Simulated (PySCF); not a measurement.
## Ionisation energy of Ni⁺ by level of theory

Ni⁺ [Ar] 3d9 (2D) → Ni²⁺ [Ar] 3d8 (3F), as a difference of total energies. Calculation: PySCF 2.14, in aug-cc-pVTZ with one added diffuse shell each of s, p, d, f, g type (9s8p6d4f3g, 118 functions); no relativity, point nucleus. Correlated levels: valence: [Ar] frozen. The calculations carry no spin-orbit coupling.

```csv
method,ionisation energy (eV),plus first-order spin-orbit estimate,difference from reference of that sum (eV)
UHF,15.169,15.115,-3.054
LDA,19.733,19.678,+1.509
PBE,19.044,18.990,+0.821
PBE0,18.327,18.273,+0.104
r2SCAN,18.108,18.054,-0.115
M06,18.848,18.793,+0.624
r2SCANh,17.941,17.887,-0.282
B3LYP,18.712,18.657,+0.488
MP2 (valence),18.494,18.439,+0.270
SCS-MP2 (valence),18.195,18.140,-0.029
```

Reference: 18.169 eV (measured; NIST Atomic Spectra Database, ionization energies).

A first-order spin-orbit estimate (lowest level to lowest level, LS coupling) adds -0.054 eV.

These non-relativistic numbers lack the scalar-relativistic shift.

Errors of the correlated levels include the incompleteness of this basis and the frozen core.
